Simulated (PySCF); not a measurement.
C₂H₆N, SMILES C=[NH+]C, charge +1. Atoms are numbered in the order given.

```xyz
9

C     -0.2332     1.2312     0.0000
N      0.4105     0.1356     0.0000
C     -0.1673    -1.2145     0.0000
H     -1.3171     1.2177     0.0000
H      0.3052     2.1716     0.0000
H      1.4290     0.1801     0.0000
H      0.1816    -1.7385     0.8893
H     -1.2512    -1.1420     0.0000
H      0.1816    -1.7385    -0.8893
```
Charge +1, spin multiplicity 1.

The structure is a stationary point at B3LYP-D3(BJ)/def2-TZVP. The isomer is the one that the SMILES or the coordinates give; other isomers of the formula were not compared.

Two levels are set side by side: PBE/pcSseg-1 (PySCF) and HF/pcSseg-1 (PySCF). GIAO shifts against NH3 (¹⁵N), TMS (¹H), TMS (¹³C) at the same level; non-relativistic, no solvent, atoms listed together averaged. Differences are taken from unrounded values.

```json
[
 {"quantity": "δ(¹³C) of C1 (ppm)", "HF": "188.0"},
 {"quantity": "δ(¹⁵N) of N2 (ppm)", "HF": "227.7"},
 {"quantity": "δ(¹³C) of C3 (ppm)", "HF": "43.4"},
 {"quantity": "δ(¹H) of H6 (ppm)", "HF": "9.07"}
]
```

Question: What does PBE give, and how far is it from HF? (An estimate is asked for; the answer gives what the named calculation found.)

Answer: 
| quantity | PBE | PBE minus HF |
|---|---|---|
| δ(¹³C) of C1 (ppm) | 180.7 | -7.3 |
| δ(¹⁵N) of N2 (ppm) | 253.3 | 25.6 |
| δ(¹³C) of C3 (ppm) | 50.8 | 7.5 |
| δ(¹H) of H6 (ppm) | 9.27 | 0.20 |

Rough cost on one machine, each run with all the roots and properties that it gave: HF against PBE within a factor of 2.
